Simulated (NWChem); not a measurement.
Species: CH3IOZn; SMILES C[O][Zn][I]

```xyz
7

Zn     0.1337     0.8877     0.0006
I     -0.0330    -1.5361    -0.0001
O      0.4489     2.6472    -0.0011
C     -0.5568     3.6293    -0.0003
H     -1.2254     3.5923     0.8954
H     -0.0730     4.6333     0.0077
H     -1.2166     3.6018    -0.9029
```
Atoms are numbered in this order, from 1.

Results from NWChem. Coordinates come from a PBE-D3(BJ)/def2-SVP optimisation. def2 effective core potentials on I; no spin-orbit coupling. Ions are spin-unrestricted doublets at the neutral geometry. Hybrids' shares of exact exchange are those that their runs print; pure functionals count as 0. The functionals differ in more than this share.

```csv
row,share of exact exchange,ΔSCF ionisation energy minus −ε(HOMO) (eV)
PBE/def2-SVP,0.00,3.05
"LDA (Slater exchange, VWN5)/def2-SVP",0.00,3.10
B3LYP/def2-SVP,0.20,2.19
M06-2X/def2-SVP,0.54,withheld
Hartree-Fock/def2-SVP,1.00,-1.73
```

**Question.** Fit a straight line of the last column on the one before it, predict the withheld value, and compare with the run.

**Answer.** 
1. Means of the 4 shown rows: x = 0.300, y = 1.652. Slope Σ(x − x̄)(y − ȳ)/Σ(x − x̄)² = -3.275/0.6800 = -4.816; intercept 3.097.
2. The shown rows scatter about the line by 0.037 (root mean square); the largest residual is +0.06, at B3LYP/def2-SVP.
3. At x = 0.54 (M06-2X/def2-SVP; inside the shown range) the line gives 0.50.
4. The run gives 1.02, +0.52 from the line, 14.0 times the scatter. The line crosses zero at a share of 0.64.
